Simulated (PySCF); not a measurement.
Ground-state electric properties of a mixed set of molecules.

All values: PBE0/def2-SVPD (PySCF) at PBE0-D3(BJ)/def2-SVP geometries, gas phase, one conformer each. Core orbitals are frozen in the response; Δα² is half the sum of the squared differences of the principal polarisabilities. The calculation is non-relativistic, for germanium and bromine too.

(1) Rank by HOMO energy, highest first.
A. `[NH2][GeH2][CH2]N`
B. `C[NH][GeH2][NH2]`
C. `[BH3-][N+]#CCC#C`

(2) Rank by mean static polarisability, lowest first.
A. `[Li][Br]`
B. `C[NH][GeH2][NH2]`
C. `[BH3-][N+]#CCC#C`

(3) Rank by dipole moment, lowest first.
A. `[NH2:1][CH2:2][GeH2:3][NH2:4]` with H–N1–C2–Ge3 180° and 62°, N1–C2–Ge3–N4 -36°, C2–Ge3–N4–H 82° and -155°
B. `[N+](#CCC#C)[BH3-]`
C. `[CH3:1][NH:2][GeH2:3][NH2:4]` with C1–N2–Ge3–N4 49°, N2–Ge3–N4–H -155° and 76°
D. lithium bromide, `[Li][Br]`

## Answers

(1) B (-6.56 eV), A (-6.75 eV), C (-7.74 eV).

(2) A (5.24 Å³), B (9.16 Å³), C (11.25 Å³).

(3) A (0.48 D), C (1.20 D), B (6.96 D), D (7.13 D).

All values together:

```
           SMILES  formula  μ (D)  HOMO (eV)  LUMO (eV)  α (Å³)  Δα (Å³)  electrons  α per electron (Å³)  ΔSCF removal energy (eV)
N[CH2][GeH2][NH2]  CH8GeN2   0.48      -6.75       0.34    9.27     1.61         60                0.154                      8.78
 [BH3-][N+]#CCC#C   C4H6BN   6.96      -7.74      -0.92   11.25     7.54         42                0.268                         –
         [Li][Br]     LiBr   7.13      -6.83      -1.43    5.24     0.52         38                0.138                      9.51
 C[NH][GeH2][NH2]  CH8GeN2   1.20      -6.56       0.40    9.16     1.64         60                0.153                      8.63
```

Conformers: `[NH2:1][CH2:2][GeH2:3][NH2:4]` with H–N1–C2–Ge3 180° and 62°, N1–C2–Ge3–N4 -36°, C2–Ge3–N4–H 82° and -155°; `[CH3:1][NH:2][GeH2:3][NH2:4]` with C1–N2–Ge3–N4 49°, N2–Ge3–N4–H -155° and 76°.

A dash marks a removal energy that wasn't run or isn't settled.
